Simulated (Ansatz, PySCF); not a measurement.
Gas-phase reaction (SMILES): N[Si](Cl)(Cl)Cl + N (NH3) → N[Si](N)(Cl)Cl + Cl (HCl); ammonia cleaves one Si-Cl bond, a model of a ligand-exchange step.

Structures are relaxed separately at B3LYP-D3(BJ)/def2-TZVP in Ansatz (a quantum-chemistry and plane-wave program), one conformer each, not searched for the lowest. Correlated levels leave the core frozen unless marked. Spin-orbit coupling is left out. Non-relativistic. CBS marks a two-point X^-3 extrapolation of the correlation energy; Hartree-Fock from the larger set. The bracket is a focal-point correction in the basis named. Thermal terms are rigid-rotor harmonic-oscillator values from B3LYP-D3(BJ) frequencies (Ansatz or PySCF) at 298.15 K and 1 atm. 1 Eh = 627.5095 kcal/mol.

```tsv
species	E, RI-MP2/CBS(aug-cc-pV(T+d)Z,aug-cc-pV(Q+d)Z)+[CCSD(T)-MP2]/aug-cc-pV(T+d)Z (Ansatz) (Eh)	E, wB97X-V/def2-TZVPD (Ansatz) (Eh)	H - E (Eh)	G - E (Eh)
N[Si](Cl)(Cl)Cl	-1724.50925	-1726.06104	0.03959	-0.00133
N (NH3)	-56.50756	-56.56167	0.03799	0.01614
N[Si](N)(Cl)Cl	-1320.63061	-1321.86579	0.06501	0.02550
Cl (HCl)	-460.37874	-460.74931	0.01000	-0.01120
```

Q: Work out ΔE and ΔH, ΔG, ΔS and the equilibrium constant at 298.15 K at the first level, then ΔH at the second.

A: 
1. ΔE = [(-1320.63061) + (-460.37874)] - [(-1724.50925) + (-56.50756)] = 0.00746 Eh = 4.7 kcal/mol at RI-MP2/CBS(aug-cc-pV(T+d)Z,aug-cc-pV(Q+d)Z)+[CCSD(T)-MP2]/aug-cc-pV(T+d)Z.
2. The terms H - E add up to -0.00257 Eh, so ΔH = (0.00746 + (-0.00257))×627.5095 = 3.1 kcal/mol.
3. The terms G - E add up to -0.00051 Eh, so ΔG = 4.4 kcal/mol, and ΔS = (-0.00257 - (-0.00051))×627509.5/298.15 = -4.3 cal/(mol K).
4. log10 K = -ΔG/(RT ln 10) = -3.2, with RT ln 10 = 1.3642 kcal/mol.
5. At wB97X-V/def2-TZVPD the same steps give ΔE = 4.8 and ΔH = 3.2 kcal/mol, a shift of +0.1 from the first level.
6. These values are not checked against measurement here, since the tables used lack a sound gas-phase enthalpy of formation for at least one species.
